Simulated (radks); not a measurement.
The numbers below are computed, except where a source is named.
Q: Valence configurations of Pd (all share [Kr]). Level of theory: scalar-relativistic Kohn-Sham, r2SCAN, spin-polarised, spherical densities, finite nucleus; open shells are filled with parallel spins first (spin-orbit coupling, left out, can overturn this in heavy ions); meta-GGA in the generalised Kohn-Sham scheme; Fermi nuclear charge, rms radius 4.5318 fm (a radial shooting solver on a logarithmic mesh with Libxc functionals). Order these by energy: 4d8 5p2; 4d8.5 5p1.5; 4d6 5s2 5p2; 4d9 5s1; 4d8 5s2; 4d5 5s2 5p3; 4d9 5p1; 4d9.5 5p0.5; 4d10; 4d7 5p3.

A: From the lowest, in eV above it: 4d10 0.000; 4d9 5s1 1.159; 4d9.5 5p0.5 2.265; 4d8 5s2 4.376; 4d9 5p1 5.125; 4d8.5 5p1.5 8.532; 4d8 5p2 12.474; 4d7 5p3 21.972; 4d6 5s2 5p2 24.562; 4d5 5s2 5p3 37.930. NIST lists [Kr] 4d10 as the ground configuration; this level of theory agrees among the configurations tried. The energies are those of spherical high-spin densities, not of single terms.
